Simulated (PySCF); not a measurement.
The numbers below are computed, except where a source is named.
**Si3H7N2O**

The system: Si3H7N2O, a small molecule (built as: end group OSiH2); neutral, doublet. The structure, one conformer, was relaxed in the gas phase by PBE0-D3(BJ)/def2-SVP. No frequency run checks that it is a minimum.

SMILES: [SiH2]O[SiH]1N[SiH2]N1

Coordinates in Å:
```
N1     -0.450    0.254    1.396
Si2    -1.893    0.208    0.411
N3     -1.060   -0.995   -0.546
Si4     0.360   -0.963    0.458
O5      1.752   -0.490   -0.318
Si6     2.100    0.614   -1.520
H7     -0.200    0.761    2.232
H8     -3.131   -0.262    1.108
H9     -2.243    1.478   -0.301
H10    -1.317   -1.527   -1.363
H11     0.747   -2.211    1.159
H12     1.426    1.928   -1.244
H13     3.586    0.794   -1.555
```

EPR values by unrestricted B3LYP, IGLO-III on N O Si, pcH-1 on H.

(1) Predict g and the largest hyperfine couplings. Where does the spin sit?

(2) How do the isotropic couplings move with BHandHLYP?

Answers

(1) g = 2.0016, 2.0022, 2.0039. The spin sits on Si6 (86 %, bonded to 1 O + 2 H) by Mulliken populations.
```json
{"atom": "Si6", "isotope": "29Si", "isotropic (MHz)": "-630.7", "dipolar, principal values (MHz)": "-150.7, 75.2, 75.5"}
{"atom": "H12", "isotope": "1H", "isotropic (MHz)": "102.6", "dipolar, principal values (MHz)": "-8.0, 0.2, 7.8"}
{"atom": "H13", "isotope": "1H", "isotropic (MHz)": "101.3", "dipolar, principal values (MHz)": "-8.1, 0.2, 7.9"}
{"atom": "O5", "isotope": "17O", "isotropic (MHz)": "-18.9", "dipolar, principal values (MHz)": "-26.7, 13.0, 13.7"}
{"atom": "H10", "isotope": "1H", "isotropic (MHz)": "0.0", "dipolar, principal values (MHz)": "-1.3, -1.1, 2.4"}
{"atom": "Si4", "isotope": "29Si", "isotropic (MHz)": "1.5", "dipolar, principal values (MHz)": "-0.9, 0.1, 0.9"}
```

(2) Si6 -630.7 to -663.8 MHz, H12 102.6 to 106.1 MHz, H13 101.3 to 104.2 MHz, O5 -18.9 to -24.4 MHz.
